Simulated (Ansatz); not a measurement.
Program: Ansatz. Geometries: PBE0-D4/def2-TZVP. ΔE: electronic, gas phase. CBS: MP2 limit from def2 TZ/QZ plus the TZ coupled-cluster correction, frozen cores. DFT in def2-TZVPP. B3LYP here is the variant with VWN-RPA as its local correlation; programs differ in this. HSE06 is defined as in plane-wave codes. Each species was taken in one conformer, which may not be the lowest.

Reaction (formal exchange of groups at the Al–C bond): `[OH][AlH][CH2]S` + `C=[CH][AlH2]` → `[OH][AlH][AlH2]` + `C=CCS`

CCSD(T)/CBS gives +37.9 kJ/mol.

(1) Another level gave +38.8 kJ/mol. Which?
A. PBE-QIDH/def2-TZVPP
B. ωB97M-V/def2-TZVPP
C. B3LYP-D4/def2-TZVPP
D. HSE06/def2-TZVPP

Largest T1 diagnostic among the species: 0.013.

Results:

(1) C. B3LYP-D4 38.8, HSE06 27.0, PBE-QIDH 34.7, ωB97M-V 50.8 kJ/mol.

Leaving LDA and LC-ωPBE aside and taking each functional with its dispersion term where it has one, the values, not all of them listed here, spread over 24.6 kJ/mol, from revPBE-D4 to ωB97M-V. At CCSD(T), def2-SVP lies −10.8 kJ/mol from the extrapolated value and def2-TZVPP −2.6 kJ/mol.
